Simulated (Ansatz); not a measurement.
```yaml
crystal:
  periodic: [false, false, false]
  atoms:
    - {symbol: O, position_ang: [-0.658528, -0.682553, 1.700182]}
    - {symbol: W, position_ang: [-0.091970, -0.320846, -0.111037]}
    - {symbol: F, position_ang: [1.908913, -0.529710, 0.033935]}
    - {symbol: F, position_ang: [-0.923909, -0.861566, -1.399287]}
    - {symbol: S, position_ang: [-0.329561, 2.113153, -0.315797]}
basis:
  gaussian: {orbitals: def2-TZVPP}
total_charge: -1
magnetization: {spin_polarized: true, initial_magnetization: 1}
hamiltonian: {xc: {name: wB97}}
accuracy: high
relax: {f_tol: 0.001, max_steps: 1}
```

```sh
$ ansatz run in.yaml --threads 4 --pin off --events-out ev --progress --plain --max-ram 10444MiB
```

Problem. How does Ansatz answer? (Best estimate.)

Solution. Computed: No converged result was reached.
```
Functional definition: wB97
3363 factors; integrals over basis functions are off by at most 2.2e-9 eV
682 factors; integrals over basis functions are off by at most 7.3e-10 eV
mean field evaluation 1: about -20131.9425 eV, gradient 5.5e1 eV
mean field evaluation 2: about -19954.1664 eV, gradient 2.2e2 eV
mean field evaluation 4: about -20147.4272 eV, gradient 1.3e1 eV
mean field evaluation 8: about -20148.2279 eV, gradient 8.1e-1 eV
mean field evaluation 16: about -20148.3009 eV, gradient 1.0e-1 eV
mean field evaluation 32: about -20148.3037 eV, gradient 1.8e-4 eV
mean field evaluation 64: about -20148.3037 eV, gradient 9.7e-8 eV
mean field -20148.30371240 eV, -740.4365044199 hartree, gradient 7.4e-8 eV, S^2 0.758968; 4 other end points of the search recorded, 0 dependent functions left out
reference -20148.30371140 eV, -740.4365043830 hartree; 29, 28 occupied and 162, 163 virtual orbitals, 3363 factors
relax step   1: F+E_penalty+E_count = -20148.30371240 eV  Δ(F+E_penalty+E_count) = +0.000e0 eV  max|allowed force component| = 1.739e1 eV/Å  Δτ_max = 0.0000 Å  (122 SCF iters, accepted)
Error: geometry relaxation did not converge after 1 steps: max|allowed force component| = 1.74e1 eV/Å (threshold 1.0e-3). Raise `relax.max_steps` over both its present limit and 1, loosen `relax.f_tol`, or start from a geometry closer to equilibrium. Where this run's directory can be resumed (`checkpoint.write`), a resume goes on for up to `relax.max_steps` more
```
